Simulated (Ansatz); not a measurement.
Ansatz (an electronic-structure program) input file for C₄H₃Cl₂F, SMILES C(=C=CCl)[C@@H](F)Cl, PBE-D3(BJ)/def2-SVP. 

Ansatz 0.2 input:
```yaml
crystal:
  periodic: [false, false, false]
  atoms:
    - {symbol: F, position_ang: [-2.10753509, -1.27057886, 0.44446648]}
    - {symbol: C, position_ang: [-1.44866433, -0.26797434, -0.19998531]}
    - {symbol: Cl, position_ang: [-2.64318117, 1.03546012, -0.59361275]}
    - {symbol: C, position_ang: [-0.37631663, 0.29399754, 0.68222013]}
    - {symbol: C, position_ang: [0.87598958, 0.38675268, 0.29978542]}
    - {symbol: C, position_ang: [2.11577370, 0.49403942, -0.10700696]}
    - {symbol: Cl, position_ang: [3.30387220, -0.76332365, 0.12615625]}
    - {symbol: H, position_ang: [-1.06627843, -0.63932270, -1.15916468]}
    - {symbol: H, position_ang: [-0.70184319, 0.62866965, 1.67475807]}
    - {symbol: H, position_ang: [2.50349582, 1.37865096, -0.61911078]}
basis:
  gaussian:
    orbitals: def2-SVP
hamiltonian:
  xc: pbe
  dispersion: d3bj
relax: {f_tol: 0.002, max_steps: 200}
```

Log of the run:

```
WARN ansatz: RAYON_NUM_THREADS=1 ignored (pool sized by the plan → 1); use --threads N
Functional definition: PBE
integrals: 0.07 GiB planned
1344 factors; their error is unknown
mean field: 0.35 GiB planned
mean field evaluation 1: about -31917.5292 eV, gradient 5.5e1 eV
mean field evaluation 2: about -31903.4607 eV, gradient 8.8e1 eV
mean field evaluation 4: about -31925.4553 eV, gradient 1.4e1 eV
mean field evaluation 8: about -31925.9571 eV, gradient 3.1e-1 eV
mean field evaluation 16: about -31925.8802 eV, gradient 1.4e-4 eV
mean field -31925.88023360 eV, -1173.2544584461 hartree, gradient 6.0e-5 eV, S^2 0.000000; 0 other end points of the search recorded, 0 dependent functions left out
the calculation of the forces begins
reference -31925.88026536 eV, -1173.2544596132 hartree; 35, 35 occupied and 86, 86 virtual orbitals, 1344 factors
relax step   1: F+E_penalty+E_count = -31926.13137130 eV  Δ(F+E_penalty+E_count) = +0.000e0 eV  max|allowed force component| = 3.161e-1 eV/Å  Δτ_max = 0.0000 Å  (31 SCF iters, accepted)
these checks for a lower state are left out or cut short: starts, cluster_reference, orbital_swaps, neighbouring_geometries, increment
integrals: 0.07 GiB planned
1344 factors; their error is unknown
mean field: 0.35 GiB planned
mean field -31925.88966889 eV, -1173.2548051865 hartree, gradient 2.5e-5 eV, S^2 0.000000; 0 other end points of the search recorded, 0 dependent functions left out
the calculation of the forces begins
reference -31925.88970071 eV, -1173.2548063559 hartree; 35, 35 occupied and 86, 86 virtual orbitals, 1344 factors
relax step   2: F+E_penalty+E_count = -31926.14005800 eV  Δ(F+E_penalty+E_count) = -8.687e-3 eV  max|allowed force component| = 9.170e-2 eV/Å  Δτ_max = 0.0116 Å  (33 SCF iters, accepted)
these checks for a lower state are left out or cut short: starts, cluster_reference, orbital_swaps, neighbouring_geometries, increment
integrals: 0.07 GiB planned
1344 factors; their error is unknown
mean field: 0.35 GiB planned
mean field evaluation 32: about -31925.8902 eV, gradient 1.8e-3 eV
mean field -31925.89017757 eV, -1173.2548238803 hartree, gradient 2.6e-5 eV, S^2 0.000000; 0 other end points of the search recorded, 0 dependent functions left out
the calculation of the forces begins
reference -31925.89020942 eV, -1173.2548250504 hartree; 35, 35 occupied and 86, 86 virtual orbitals, 1344 factors
relax step   3: F+E_penalty+E_count = -31926.14031672 eV  Δ(F+E_penalty+E_count) = -2.587e-4 eV  max|allowed force component| = 4.238e-2 eV/Å  Δτ_max = 0.0149 Å  (33 SCF iters, accepted)
these checks for a lower state are left out or cut short: starts, cluster_reference, orbital_swaps, neighbouring_geometries, increment
integrals: 0.07 GiB planned
1344 factors; their error is unknown
mean field: 0.35 GiB planned
mean field -31925.88961885 eV, -1173.2548033474 hartree, gradient 2.6e-5 eV, S^2 0.000000; 0 other end points of the search recorded, 0 dependent functions left out
the calculation of the forces begins
reference -31925.88965067 eV, -1173.2548045168 hartree; 35, 35 occupied and 86, 86 virtual orbitals, 1344 factors
relax step   4: F+E_penalty+E_count = -31926.13959287 eV  Δ(F+E_penalty+E_count) = +7.239e-4 eV  max|allowed force component| = 1.114e-1 eV/Å  Δτ_max = 0.0257 Å  (31 SCF iters, rejected (line search))
these checks for a lower state are left out or cut short: starts, cluster_reference, orbital_swaps, neighbouring_geometries, increment
integrals: 0.07 GiB planned
1344 factors; their error is unknown
mean field: 0.35 GiB planned
mean field -31925.89072648 eV, -1173.2548440523 hartree, gradient 2.5e-5 eV, S^2 0.000000; 0 other end points of the search recorded, 0 dependent functions left out
the calculation of the forces begins
reference -31925.89075835 eV, -1173.2548452235 hartree; 35, 35 occupied and 86, 86 virtual orbitals, 1344 factors
relax step   5: F+E_penalty+E_count = -31926.14077524 eV  Δ(F+E_penalty+E_count) = -4.585e-4 eV  max|allowed force component| = 1.518e-2 eV/Å  Δτ_max = 0.0128 Å  (31 SCF iters, accepted)
these checks for a lower state are left out or cut short: starts, cluster_reference, orbital_swaps, neighbouring_geometries, increment
integrals: 0.07 GiB planned
1344 factors; their error is unknown
mean field: 0.35 GiB planned
mean field -31925.89080376 eV, -1173.2548468923 hartree, gradient 2.5e-5 eV, S^2 0.000000; 0 other end points of the search recorded, 0 dependent functions left out
the calculation of the forces begins
reference -31925.89083564 eV, -1173.2548480636 hartree; 35, 35 occupied and 86, 86 virtual orbitals, 1344 factors
relax step   6: F+E_penalty+E_count = -31926.14081388 eV  Δ(F+E_penalty+E_count) = -3.864e-5 eV  max|allowed force component| = 2.156e-2 eV/Å  Δτ_max = 0.0099 Å  (33 SCF iters, accepted)
these checks for a lower state are left out or cut short: starts, cluster_reference, orbital_swaps, neighbouring_geometries, increment
integrals: 0.07 GiB planned
1344 factors; their error is unknown
mean field: 0.35 GiB planned
mean field -31925.89082752 eV, -1173.2548477655 hartree, gradient 7.0e-6 eV, S^2 0.000000; 0 other end points of the search recorded, 0 dependent functions left out
the calculation of the forces begins
reference -31925.89085939 eV, -1173.2548489366 hartree; 35, 35 occupied and 86, 86 virtual orbitals, 1344 factors
relax step   7: F+E_penalty+E_count = -31926.14083391 eV  Δ(F+E_penalty+E_count) = -2.002e-5 eV  max|allowed force component| = 4.624e-3 eV/Å  Δτ_max = 0.0012 Å  (25 SCF iters, accepted)
these checks for a lower state are left out or cut short: starts, cluster_reference, orbital_swaps, neighbouring_geometries, increment
integrals: 0.07 GiB planned
1344 factors; their error is unknown
mean field: 0.35 GiB planned
mean field evaluation 64: about -31925.8908 eV, gradient 1.3e-5 eV
mean field -31925.89083732 eV, -1173.2548481254 hartree, gradient 7.4e-5 eV, S^2 0.000000; 0 other end points of the search recorded, 0 dependent functions left out
the calculation of the forces begins
reference -31925.89086918 eV, -1173.2548492965 hartree; 35, 35 occupied and 86, 86 virtual orbitals, 1344 factors
relax step   8: F+E_penalty+E_count = -31926.14083622 eV  Δ(F+E_penalty+E_count) = -2.311e-6 eV  max|allowed force component| = 5.246e-3 eV/Å  Δτ_max = 0.0009 Å  (22 SCF iters, accepted)
these checks for a lower state are left out or cut short: starts, cluster_reference, orbital_swaps, neighbouring_geometries, increment
integrals: 0.07 GiB planned
1344 factors; their error is unknown
mean field: 0.35 GiB planned
mean field -31925.89083163 eV, -1173.2548479165 hartree, gradient 8.0e-5 eV, S^2 0.000000; 0 other end points of the search recorded, 0 dependent functions left out
the calculation of the forces begins
reference -31925.89086350 eV, -1173.2548490876 hartree; 35, 35 occupied and 86, 86 virtual orbitals, 1344 factors
relax step   9: F+E_penalty+E_count = -31926.14083637 eV  Δ(F+E_penalty+E_count) = -1.514e-7 eV  max|allowed force component| = 4.434e-3 eV/Å  Δτ_max = 0.0007 Å  (21 SCF iters, accepted)
these checks for a lower state are left out or cut short: starts, cluster_reference, orbital_swaps, neighbouring_geometries, increment
integrals: 0.07 GiB planned
1344 factors; their error is unknown
mean field: 0.35 GiB planned
mean field -31925.89083373 eV, -1173.2548479934 hartree, gradient 5.6e-5 eV, S^2 0.000000; 0 other end points of the search recorded, 0 dependent functions left out
the calculation of the forces begins
reference -31925.89086559 eV, -1173.2548491645 hartree; 35, 35 occupied and 86, 86 virtual orbitals, 1344 factors
relax step  10: F+E_penalty+E_count = -31926.14083777 eV  Δ(F+E_penalty+E_count) = -1.405e-6 eV  max|allowed force component| = 1.380e-3 eV/Å  Δτ_max = 0.0006 Å  (21 SCF iters, accepted)
integrals: 0.07 GiB planned
1344 factors; their error is unknown
mean field: 0.35 GiB planned
mean field evaluation 96: about -31925.8908 eV, gradient 4.0e-5 eV
mean field -31925.89083373 eV, -1173.2548479934 hartree, gradient 5.6e-5 eV, S^2 0.000000; 1 other end points of the search recorded, 0 dependent functions left out
the calculation of the forces begins
reference -31925.89086559 eV, -1173.2548491645 hartree; 35, 35 occupied and 86, 86 virtual orbitals, 1344 factors
Total energy: -31926.14086964 eV, -1173.2640366438 hartree
Atom 0 at    -2.107004    -1.283997     0.444603 Å, force     0.000269     0.000390    -0.000814 eV/Å
Atom 1 at    -1.459671    -0.267761    -0.199860 Å, force     0.000107    -0.001029    -0.000563 eV/Å
Atom 2 at    -2.660809     1.037099    -0.579922 Å, force     0.000340    -0.000117     0.000224 eV/Å
Atom 3 at    -0.380312     0.297081     0.677266 Å, force    -0.000498    -0.000101    -0.000189 eV/Å
Atom 4 at     0.880264     0.381684     0.298837 Å, force     0.001287     0.000107     0.000448 eV/Å
Atom 5 at     2.128628     0.485784    -0.105185 Å, force    -0.001140     0.000437     0.000139 eV/Å
Atom 6 at     3.325073    -0.762543     0.135210 Å, force     0.000047    -0.000371    -0.000175 eV/Å
Atom 7 at    -1.073277    -0.631877    -1.172824 Å, force    -0.000323     0.000434     0.001380 eV/Å
Atom 8 at    -0.710978     0.641844     1.674837 Å, force    -0.000237     0.000308    -0.000142 eV/Å
Atom 9 at     2.513398     1.379057    -0.624455 Å, force     0.000148    -0.000058    -0.000309 eV/Å
Dipole moment:     0.208116     0.162738    -0.083446 e Å
```

Self-consistency was reached.

Cost: around 40 core-seconds (rough).
